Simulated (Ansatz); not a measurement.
Abridged output of a molecular run in Ansatz:

```
Functional definition: HF
1592 factors; integrals over basis functions are off by at most 8.6e-4 eV
mean field evaluation 1: about -105668.5472 eV, gradient 6.3e1 eV
mean field evaluation 2: about -105668.7507 eV, gradient 6.3e1 eV
mean field evaluation 4: about -105676.1598 eV, gradient 8.0e0 eV
mean field evaluation 8: about -105676.3476 eV, gradient 1.0e0 eV
mean field evaluation 16: about -105676.3559 eV, gradient 2.7e-6 eV
mean field -105676.35586220 eV, -3883.5344479290 hartree, gradient 2.9e-6 eV, S^2 0.000000; 0 other end points of the search recorded, 0 dependent functions left out
21 core orbitals not correlated: weight in the atoms' cores, before any rotation towards them, 1.000 or more for the frozen orbitals, at most 0.000 for the correlated occupied ones
reference -105676.35586220 eV, -3883.5344479290 hartree; 25, 25 occupied and 198, 198 virtual orbitals, 1592 factors
second order -37.98209913 eV of doubles, -0.00000000 eV of singles
cycle   1  -36.40846424 eV  change     1.6e0 eV  update   2.9e-1
cycle   2  -37.83754897 eV  change    -1.4e0 eV  update   2.1e-1
cycle   3  -38.18603155 eV  change   -3.5e-1 eV  update   6.3e-2
cycle   4  -38.20399410 eV  change   -1.8e-2 eV  update   2.7e-2
cycle   5  -38.17453889 eV  change    2.9e-2 eV  update   1.2e-2
cycle   6  -38.16492200 eV  change    9.6e-3 eV  update   5.3e-3
cycle   7  -38.16840007 eV  change   -3.5e-3 eV  update   3.2e-3
cycle   8  -38.16846122 eV  change   -6.1e-5 eV  update   1.7e-3
cycle   9  -38.16840568 eV  change    5.6e-5 eV  update   7.8e-4
cycle  10  -38.16959911 eV  change   -1.2e-3 eV  update   3.6e-4
cycle  11  -38.16916039 eV  change    4.4e-4 eV  update   2.2e-4
cycle  12  -38.16876885 eV  change    3.9e-4 eV  update   1.0e-4
cycle  13  -38.16896416 eV  change   -2.0e-4 eV  update   5.4e-5
cycle  14  -38.16882886 eV  change    1.4e-4 eV  update   3.2e-5
cycle  15  -38.16883397 eV  change   -5.1e-6 eV  update   1.1e-5
perturbative correction -1.95350665 eV, -0.0717900451 hartree
Total energy: -105716.47820281 eV, -3885.0089167508 hartree
```

Its atoms:

Cartesian coordinates in Å:
```
O 0.6032 -1.5359 -0.5899
Ti -0.2942 -0.1788 0.0593
F -1.5620 0.3773 -1.0059
Cl -1.1607 -0.6485 2.0207
Se 1.3663 1.5582 0.2682
H 0.7485 -2.0882 -1.3588
H 0.2989 2.5159 0.6064
```

Task: Which basis set was used?
A. cc-pV(D+d)Z
B. def2-QZVPP
C. def2-TZVPP
D. def2-SVP

Result: C. It gives 244 functions.

Task: Write the keys of the input that set method, charge and spin (a neutral closed shell needs none for the last two).

Result: 
```yaml
correlation: {method: ccsd_t}
```
